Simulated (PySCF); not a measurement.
Gas-phase reaction: InH3 + 3 InF ⇌ 3 InH + InF3, at 1600 K and a standard pressure of 1 bar. Level: CCSD(T)/def2-TZVPP†.

Method: PySCF energies plus ideal-gas RRHO corrections (1 bar). † marks an energy on the PBE0/def2-TZVP geometry and frequencies. CCSD(T) freezes the core. All species are closed-shell singlets. In: scalar-relativistic def2 core potential, no spin-orbit coupling. InH3, InH: computed as isolated molecules; such fragments, hydroxides, amides, oligomers or adducts are transient or little studied in the gas. CCSD(T) isn't extrapolated to the basis-set limit; its ΔH°(298 K) is 280.4 kJ in def2-SVP and 312.6 kJ in def2-TZVPP. The harmonic model lacks anharmonicity and excited electronic states, which grow with temperature; levels with a mode under 35 cm⁻¹ are left out.

| species | E (Ha) | H(1600 K) − E (kJ/mol) | S°(1600 K) (J/mol/K) |
|---|---|---|---|
| InH3 | -191.23884 | 142.6 | 334.9 |
| InF | -289.28608 | 60.1 | 297.2 |
| InH | -190.06244 | 61.7 | 263.0 |
| InF3 | -488.78701 | 134.1 | 441.8 |
E: electronic energy; H − E holds the zero-point and thermal terms. 1 Ha = 2625.5 kJ/mol.

Problem. Work out ΔH°, ΔS°, ΔG° and log10 K from these numbers.

Solution. 1. ΔE = 3×(-190.06244) + 1×(-488.78701) − 1×(-191.23884) − 3×(-289.28608) = 0.12275 Ha = 322.3 kJ.
2. Δ(H − E) = 3×(61.7) + 1×(134.1) − 1×(142.6) − 3×(60.1) = -3.7 kJ, so ΔH° = 318.6 kJ.
3. ΔS° = 3×(263.0) + 1×(441.8) − 1×(334.9) − 3×(297.2) = 4.3 J/K; the number of gas molecules stays the same.
4. ΔG° = ΔH° − TΔS° = 318.6 − 1600×(4.3)/1000 = 311.7 kJ.
5. log10 K = −ΔG°/(RT ln 10) = -10.18, with RT ln 10 = 30.63 kJ/mol; at standard pressures the reactants are favoured.
6. A shift of 10 kJ in ΔE would move log10 K by 0.33 here.
For scale, ΔH°(298 K) is 313 kJ at this level, 323 kJ at ωB97M-V/def2-TZVP†, and runs from 280 to 510 kJ over the 18 levels computed.
